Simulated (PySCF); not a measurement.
CH₄Cl₂SSi. Atoms are numbered in the order given.

```xyz
9

C     -1.6475    -1.3411     0.1576
Si    -0.2007    -0.1690     0.0232
S      1.5997    -1.0769    -0.7142
Cl    -0.6261     1.3266    -1.3488
Cl     0.1109     0.6920     1.8932
H     -1.4227    -2.1488     0.8828
H     -2.5466    -0.7952     0.5066
H     -1.8579    -1.7949    -0.8309
H      1.6858    -1.9346     0.3436
```

Coordinates come from a PBE-D3(BJ)/def2-SVP optimisation. One conformer was computed; it need not be the lowest.

These are TDA-ωB97X/def2-SVPD (PySCF 2.14.0) values and carry that method's errors.

Vertical excitations. Gas-phase values at a fixed geometry.

### Question
Estimate the UV-visible absorptions. (The exact figures need the calculation; the answer reports its results.)

### Answer

| state | energy (eV) | λ (nm) | f | main pairs |
|---|---|---|---|---|
| S1 | 6.24 | 199 | 0.002 | HOMO→LUMO+1 85 % |
| S2 | 6.95 | 178 | 0.052 | HOMO→LUMO 80 % |
| S3 | 7.42 | 167 | 0.006 | HOMO→LUMO+2 63 %, HOMO→LUMO+3 20 % |
| S4 | 7.94 | 156 | 0.002 | HOMO−1→LUMO+1 33 %, HOMO→LUMO+4 16 %, HOMO→LUMO+3 10 %, HOMO→LUMO+6 10 % |
| S5 | 8.16 | 152 | 0.135 | HOMO−1→LUMO 30 %, HOMO−1→LUMO+2 15 %, HOMO−1→LUMO+1 12 %, HOMO→LUMO+3 6 % |
| S6 | 8.21 | 151 | 0.022 | HOMO−2→LUMO 28 %, HOMO−2→LUMO+1 22 %, HOMO−2→LUMO+2 7 %, HOMO−1→LUMO+2 5 % |
| S7 | 8.25 | 150 | 0.010 | HOMO−1→LUMO+2 20 %, HOMO−3→LUMO 14 %, HOMO−3→LUMO+2 9 %, HOMO−2→LUMO 7 % |
| S8 | 8.51 | 146 | 0.030 | HOMO−1→LUMO 32 %, HOMO−1→LUMO+1 20 %, HOMO−1→LUMO+2 13 %, HOMO−3→LUMO 6 % |
| S9 | 8.62 | 144 | 0.056 | HOMO−4→LUMO 24 %, HOMO−2→LUMO+2 21 %, HOMO−4→LUMO+1 14 %, HOMO−4→LUMO+2 9 % |
| S10 | 8.72 | 142 | 0.113 | HOMO−1→LUMO+2 24 %, HOMO−3→LUMO+2 19 %, HOMO−3→LUMO 11 %, HOMO−3→LUMO+1 10 % |
| T1 | 5.83 | 213 | 0 | HOMO→LUMO+1 82 % |
| T2 | 6.39 | 194 | 0 | HOMO→LUMO 69 % |
| T3 | 7.20 | 172 | 0 | HOMO−1→LUMO+1 50 %, HOMO−1→LUMO 9 % |
| T4 | 7.30 | 170 | 0 | HOMO→LUMO+2 60 %, HOMO→LUMO+3 20 % |
Triplets are in the Tamm–Dancoff approximation.
